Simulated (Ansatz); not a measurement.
Born–Oppenheimer molecular dynamics of a periodic cell of 20 atoms, O (contents 10 O2, density as packed 1.03 g/cm³ with natural masses). It starts from a partly relaxed structure (largest force component 0.26 eV/Å).

Level of theory: DFT PBE-D3(BJ), scalar-relativistic, plane waves, PAW (Ansatz 0.2.0). Settings: cutoff 420 eV, k mesh 1x1x1, fermi-dirac smearing 0.02 eV, spin collinear.

| Quantity | Value |
| --- | --- |
| ensemble | NVT, Langevin thermostat |
| time step | 1 fs |
| steps asked | 180 |
| set temperature | 250 K |
| friction | 0.02 /fs |
| seed | 925728 |

Frames 10 fs apart, positions in Å.

Velocities at 60.0 fs (Å/ps):

```
O -1.64 4.52 -2.68
O 1.74 3.53 1.40
O 1.68 -4.54 -2.16
O -4.16 0.89 5.00
O 1.33 -2.13 -1.63
O 2.61 -1.65 0.01
O -2.15 -3.00 -2.77
O -3.86 -2.26 -3.09
O 1.39 -3.00 2.42
O -4.68 -3.00 -1.36
O -1.26 -4.63 -1.48
O 4.25 4.35 -0.18
O 4.67 -0.33 2.47
O -2.89 -2.64 6.94
O 2.24 3.08 -0.01
O -3.76 0.88 -3.45
O -2.54 3.44 -3.62
O -5.47 -1.11 -0.73
O -5.57 1.70 -2.78
O 4.59 -4.85 3.74
```

```xyz
20
Lattice="8.0260 0.0000 0.0000 0.0000 8.0260 0.0000 0.0000 0.0000 8.0260" Properties=species:S:1:pos:R:3 time_fs=60.0 energy_less_start_eV=0.162 T=191
O 4.633 5.742 6.746
O 4.604 5.839 5.550
O 7.996 2.565 4.356
O 6.949 2.738 3.775
O 0.226 5.774 5.887
O 1.164 5.888 6.647
O 5.424 2.599 -0.278
O 5.039 3.162 0.746
O 2.591 4.619 2.001
O 2.800 4.546 3.195
O 0.082 1.816 8.593
O 0.342 1.503 7.448
O 3.304 0.266 7.975
O 3.164 0.513 6.781
O 7.823 5.376 2.302
O 7.334 5.068 1.240
O 4.834 7.763 3.021
O 5.635 7.877 2.106
O 1.874 7.747 3.646
O 2.490 8.791 3.369
20
Lattice="8.0260 0.0000 0.0000 0.0000 8.0260 0.0000 0.0000 0.0000 8.0260" Properties=species:S:1:pos:R:3 time_fs=70.0 energy_less_start_eV=0.261 T=161
O 4.617 5.785 6.761
O 4.637 5.874 5.519
O 8.016 2.518 4.343
O 6.917 2.760 3.820
O 0.223 5.745 5.883
O 1.172 5.873 6.641
O 5.416 2.592 -0.296
O 4.998 3.141 0.687
O 2.588 4.602 2.007
O 2.767 4.517 3.216
O 0.053 1.779 8.596
O 0.373 1.538 7.430
O 3.343 0.285 8.005
O 3.135 0.496 6.832
O 7.826 5.410 2.289
O 7.305 5.065 1.216
O 4.789 7.786 3.014
O 5.592 7.887 2.108
O 1.819 7.785 3.623
O 2.510 8.731 3.422
20
Lattice="8.0260 0.0000 0.0000 0.0000 8.0260 0.0000 0.0000 0.0000 8.0260" Properties=species:S:1:pos:R:3 time_fs=80.0 energy_less_start_eV=0.285 T=176
O 4.613 5.809 6.729
O 4.674 5.912 5.533
O 7.997 2.498 4.326
O 6.909 2.774 3.890
O 0.216 5.710 5.873
O 1.165 5.858 6.612
O 5.405 2.553 -0.327
O 4.953 3.129 0.681
O 2.579 4.589 2.031
O 2.732 4.500 3.229
O 0.057 1.746 8.571
O 0.409 1.577 7.441
O 3.352 0.313 8.054
O 3.125 0.502 6.856
O 7.807 5.423 2.257
O 7.332 5.075 1.223
O 4.777 7.819 3.027
O 5.579 7.915 2.107
O 1.757 7.758 3.601
O 2.534 8.721 3.481
20
Lattice="8.0260 0.0000 0.0000 0.0000 8.0260 0.0000 0.0000 0.0000 8.0260" Properties=species:S:1:pos:R:3 time_fs=90.0 energy_less_start_eV=0.305 T=237
O 4.645 5.809 6.736
O 4.731 5.949 5.512
O 8.006 2.448 4.322
O 6.859 2.797 3.949
O 0.208 5.650 5.833
O 1.153 5.841 6.588
O 5.335 2.532 -0.324
O 4.930 3.087 0.652
O 2.572 4.611 2.027
O 2.691 4.497 3.228
O 0.017 1.702 8.578
O 0.459 1.595 7.421
O 3.358 0.324 8.063
O 3.138 0.479 6.903
O 7.803 5.475 2.261
O 7.342 5.054 1.184
O 4.788 7.848 3.009
O 5.585 7.950 2.111
O 1.730 7.779 3.580
O 2.495 8.709 3.542
20
Lattice="8.0260 0.0000 0.0000 0.0000 8.0260 0.0000 0.0000 0.0000 8.0260" Properties=species:S:1:pos:R:3 time_fs=100.0 energy_less_start_eV=0.208 T=254
O 4.678 5.826 6.697
O 4.792 5.975 5.489
O 7.951 2.416 4.292
O 6.862 2.805 4.001
O 0.213 5.578 5.804
O 1.124 5.824 6.570
O 5.277 2.473 -0.338
O 4.895 3.067 0.674
O 2.558 4.637 2.017
O 2.636 4.495 3.233
O -0.006 1.669 8.542
O 0.500 1.628 7.444
O 3.380 0.311 8.138
O 3.145 0.448 6.920
O 7.776 5.516 2.217
O 7.346 5.025 1.203
O 4.789 7.864 3.010
O 5.619 8.006 2.117
O 1.688 7.750 3.563
O 2.439 8.721 3.590
20
Lattice="8.0260 0.0000 0.0000 0.0000 8.0260 0.0000 0.0000 0.0000 8.0260" Properties=species:S:1:pos:R:3 time_fs=110.0 energy_less_start_eV=0.183 T=289
O 4.693 5.843 6.650
O 4.862 6.011 5.469
O 7.932 2.344 4.261
O 6.799 2.826 4.028
O 0.227 5.493 5.789
O 1.120 5.795 6.562
O 5.211 2.440 -0.330
O 4.852 3.043 0.656
O 2.535 4.639 2.037
O 2.591 4.474 3.230
O 0.004 1.643 8.543
O 0.539 1.669 7.450
O 3.418 0.342 8.132
O 3.119 0.395 6.974
O 7.746 5.566 2.190
O 7.333 4.973 1.203
O 4.840 7.899 3.016
O 5.637 8.052 2.111
O 1.648 7.735 3.552
O 2.364 8.715 3.635
20
Lattice="8.0260 0.0000 0.0000 0.0000 8.0260 0.0000 0.0000 0.0000 8.0260" Properties=species:S:1:pos:R:3 time_fs=120.0 energy_less_start_eV=0.226 T=228
O 4.695 5.842 6.641
O 4.901 6.058 5.428
O 7.860 2.287 4.225
O 6.804 2.810 4.078
O 0.229 5.423 5.803
O 1.110 5.776 6.539
O 5.173 2.417 -0.328
O 4.773 3.056 0.634
O 2.517 4.618 2.023
O 2.557 4.424 3.228
O 0.030 1.620 8.586
O 0.553 1.702 7.463
O 3.442 0.364 8.148
O 3.091 0.360 6.967
O 7.724 5.592 2.165
O 7.349 4.922 1.235
O 4.880 7.919 3.018
O 5.639 8.088 2.097
O 1.618 7.720 3.553
O 2.305 8.719 3.655
20
Lattice="8.0260 0.0000 0.0000 0.0000 8.0260 0.0000 0.0000 0.0000 8.0260" Properties=species:S:1:pos:R:3 time_fs=130.0 energy_less_start_eV=0.249 T=239
O 4.681 5.799 6.604
O 4.909 6.057 5.465
O 7.850 2.222 4.197
O 6.750 2.817 4.141
O 0.189 5.368 5.822
O 1.138 5.749 6.526
O 5.129 2.415 -0.351
O 4.696 3.066 0.611
O 2.529 4.591 2.016
O 2.558 4.384 3.213
O 0.066 1.581 8.602
O 0.547 1.732 7.502
O 3.441 0.358 8.142
O 3.091 0.354 6.990
O 7.730 5.610 2.177
O 7.375 4.836 1.271
O 4.914 7.900 3.012
O 5.668 8.121 2.070
O 1.615 7.705 3.571
O 2.280 8.740 3.655
20
Lattice="8.0260 0.0000 0.0000 0.0000 8.0260 0.0000 0.0000 0.0000 8.0260" Properties=species:S:1:pos:R:3 time_fs=140.0 energy_less_start_eV=0.249 T=215
O 4.627 5.741 6.606
O 4.906 6.085 5.453
O 7.804 2.208 4.158
O 6.771 2.787 4.190
O 0.169 5.339 5.873
O 1.145 5.721 6.489
O 5.050 2.460 -0.385
O 4.662 3.057 0.581
O 2.543 4.541 1.993
O 2.554 4.360 3.209
O 0.094 1.536 8.624
O 0.537 1.751 7.468
O 3.444 0.326 8.152
O 3.077 0.348 6.984
O 7.737 5.578 2.155
O 7.383 4.773 1.351
O 4.959 7.900 2.986
O 5.679 8.171 2.062
O 1.636 7.692 3.587
O 2.259 8.729 3.643
20
Lattice="8.0260 0.0000 0.0000 0.0000 8.0260 0.0000 0.0000 0.0000 8.0260" Properties=species:S:1:pos:R:3 time_fs=150.0 energy_less_start_eV=0.330 T=208
O 4.565 5.697 6.570
O 4.888 6.130 5.463
O 7.812 2.140 4.119
O 6.753 2.831 4.217
O 0.142 5.303 5.895
O 1.138 5.717 6.469
O 5.011 2.498 -0.438
O 4.632 3.075 0.602
O 2.562 4.482 1.976
O 2.548 4.314 3.168
O 0.148 1.526 8.600
O 0.483 1.762 7.486
O 3.435 0.319 8.164
O 3.067 0.374 6.980
O 7.747 5.570 2.185
O 7.361 4.697 1.385
O 4.959 7.878 2.993
O 5.686 8.218 2.041
O 1.665 7.635 3.597
O 2.245 8.721 3.637
20
Lattice="8.0260 0.0000 0.0000 0.0000 8.0260 0.0000 0.0000 0.0000 8.0260" Properties=species:S:1:pos:R:3 time_fs=160.0 energy_less_start_eV=0.272 T=269
O 4.530 5.641 6.520
O 4.848 6.155 5.482
O 7.770 2.128 4.122
O 6.800 2.830 4.225
O 0.130 5.248 5.926
O 1.138 5.709 6.435
O 4.955 2.582 -0.435
O 4.642 3.059 0.611
O 2.568 4.429 1.923
O 2.549 4.292 3.148
O 0.166 1.472 8.620
O 0.454 1.804 7.448
O 3.388 0.332 8.134
O 3.061 0.405 6.999
O 7.745 5.506 2.179
O 7.350 4.698 1.399
O 4.971 7.855 2.984
O 5.660 8.258 2.076
O 1.691 7.607 3.608
O 2.212 8.689 3.622
```

Of the whole run (180 fs, mean temperature of the second half 246 K): A run of 0.18 ps of so small a system gives no equilibrium averages. Limits of this set-up: coarse k mesh.

The run took 16 min on 1 thread of Arm Neoverse V2, with other jobs on the host, peak memory 0.59 GiB.
